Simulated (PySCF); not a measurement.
Mo(O)2(Cl)(OSiH3) (ClH3MoO3Si), SMILES [O]=[Mo](=[O])([Cl])[O][SiH3], multiplicity 1. Geometry optimised at PBE-D3(BJ)/def2-SVP. The spin state was assumed, not searched. The def2 effective core potentials stand for the cores of Mo; spin–orbit coupling is left out. Other conformers were not sampled.

Question: Give the equilibrium geometry at PBE-D3(BJ)/def2-SVP (PySCF confirms it by a frequency run) as Cartesian coordinates in Å, and its point group. (Estimate from the structure and the level; the computed values follow.)

Answer: Several could match; the one computed here: point group Cs.
```xyz
9

Mo     0.3040     0.4277     0.0000
O      1.2956     0.6277     1.3584
O      1.2956     0.6277    -1.3584
Cl    -1.3312     2.0218     0.0000
O     -0.4177    -1.2832     0.0000
Si    -0.4403    -2.9836     0.0000
H      0.2585    -3.4702    -1.2348
H      0.2585    -3.4702     1.2348
H     -1.8795    -3.4016     0.0000
```
